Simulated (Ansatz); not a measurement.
Geometry optimisation, RKS B3LYP/6-31G* (Ansatz 0.2.0).

input.yaml

```yaml
crystal:
  periodic: [false, false, false]
  atoms:
    - { symbol: Si, position_ang: [0.111244, -0.121292, 0.360834] }
    - { symbol: H, position_ang: [0.344884, -0.380017, 1.776099] }
    - { symbol: C, position_ang: [1.939455, 0.05754, 0.097558] }
    - { symbol: H, position_ang: [2.395153, -0.878377, 0.448466] }
    - { symbol: H, position_ang: [2.32236, 0.26153, -0.909757] }
    - { symbol: H, position_ang: [2.296872, 0.853901, 0.761292] }
    - { symbol: F, position_ang: [-0.704995, 1.264954, 0.150056] }
    - { symbol: C, position_ang: [-0.774051, -1.478395, -0.576183] }
    - { symbol: H, position_ang: [-1.769902, -1.675038, -0.15277] }
    - { symbol: H, position_ang: [-0.905511, -1.204713, -1.633355] }
    - { symbol: H, position_ang: [-0.195611, -2.414093, -0.535839] }
basis:
  gaussian: { orbitals: "6-31G*" }
hamiltonian:
  xc: b3lyp
relax:
  f_tol: 0.03
  max_steps: 50
```

Command:

```bash
$ ansatz run input.yaml --threads 1 --pin off --max-ram 2048MiB --backend cpu --events-out ev --progress --plain --runs-dir out
```

Question: Where does it end, and by what steps?

Answer: The run converged. After 6 steps the energy has fallen by 0.282 eV; H2 moved furthest, 0.41 Å.

| step | energy less start (eV) | largest force component (eV/Å) | accepted |
| --- | --- | --- | --- |
| 0 | 0.0000 | 0.944 | yes |
| 1 | -0.1944 | 0.344 | yes |
| 2 | -0.2482 | 0.254 | yes |
| 3 | -0.2594 | 0.483 | yes |
| 4 | -0.2802 | 0.197 | yes |
| 5 | -0.2818 | 0.032 | yes |
| 6 | -0.2821 | 0.011 | yes |

```xyz
11
Properties=species:S:1:pos:R:3
Si 0.127 -0.146 0.493
H -0.026 -0.461 1.942
C 1.941 0.052 0.061
H 2.493 -0.870 0.283
H 2.076 0.274 -1.004
H 2.403 0.863 0.634
F -0.627 1.270 0.238
C -0.703 -1.464 -0.551
H -1.766 -1.559 -0.305
H -0.625 -1.232 -1.619
H -0.233 -2.441 -0.385
```

Whether the end is a true minimum wasn't checked by a vibrational analysis.

Time of the run: 24 s on 1 thread of Arm Neoverse V2, on a shared host, peak memory 0.14 GiB.
